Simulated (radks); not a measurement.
Task: The thulium ion Tm12+, configuration [Kr] 4d10 4f9 5s2. Method: scalar-relativistic Kohn-Sham, SCAN, spin-polarised, spherical densities, finite nucleus; open shells are filled with parallel spins first (spin-orbit coupling, left out, can overturn this in heavy ions); meta-GGA in the generalised Kohn-Sham scheme; Fermi nuclear charge, rms radius 5.2256 fm; computed with a radial shooting solver on a logarithmic mesh with Libxc functionals. Some entries of the table are withheld. Estimate them.

orbital,occ.,eigenvalue (hartree),<r> (bohr),<1/r> (bohr^-1)
1s down,1,-2190.304,0.02001,79.07
1s up,1,-2190.303,0.02001,79.07
2s up,1,-377.8279,0.08483,18.44
2s down,1,-377.8224,0.08483,18.44
2p up,3,-334.5014,0.07541,16.97
2p down,3,-334.4975,0.07541,16.97
3s up,1,-92.26801,0.2207,6.812
3s down,1,-92.14408,0.2205,6.821
3p up,3,-79.05860,0.2202,6.345
3p down,3,-78.92971,0.2199,6.354
3d up,5,-62.73091,0.2001,6.004
3d down,5,-62.62600,0.1997,6.011
4s up,1,-25.42699,0.4940,2.892
4s down,1,-25.16838,0.4945,2.887
4p up,3,(1),0.5217,2.656
4p down,3,(2),0.5226,2.650
4d up,5,-15.14434,0.5560,2.375
4d down,5,-14.88803,0.5578,2.367
5s up,1,(3),(4),1.282
5s down,1,(5),(6),1.268
4f up,7,-8.60968,0.6178,1.976
4f down,2,-8.34796,0.6252,1.959

Result: 
(1) 4p up eigenvalue (hartree): -21.02190
(2) 4p down eigenvalue (hartree): -20.76687
(3) 5s up eigenvalue (hartree): -9.39991
(4) 5s up <r> (bohr): 1.053
(5) 5s down eigenvalue (hartree): -9.27743
(6) 5s down <r> (bohr): 1.062
